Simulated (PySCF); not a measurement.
C2H7NSi2, SMILES C[Si@@H]1N=C[SiH2]1.

Geometry optimised at B3LYP-D3(BJ)/def2-SVP. The structure was generated by enumeration; whether it is a known compound was not checked.

Two levels are set side by side: TDA-PBE/def2-SVPD (PySCF) and TDA-CAM-B3LYP/def2-SVPD (PySCF). Vertical, same geometry. The lowest singlet is HOMO→LUMO 99 % with PBE and HOMO→LUMO 96 % with the other functional; states are paired by order. Differences are taken from unrounded values.

```json
[
 {"quantity": "lowest singlet excitation (eV)", "TDA-CAM-B3LYP": "3.69", "TDA-PBE": "3.49", "TDA-PBE minus TDA-CAM-B3LYP": "-0.20"},
 {"quantity": "lowest triplet excitation (TDA) (eV)", "TDA-CAM-B3LYP": "2.93", "TDA-PBE": "2.74", "TDA-PBE minus TDA-CAM-B3LYP": "-0.19"}
]
```

A lower first singlet is the usual sign of a functional without exact exchange. Differences between two approximate levels are no errors against the true value.

Rough cost on one machine, each run with all the roots and properties that it gave: TDA-CAM-B3LYP against TDA-PBE about 5 times.
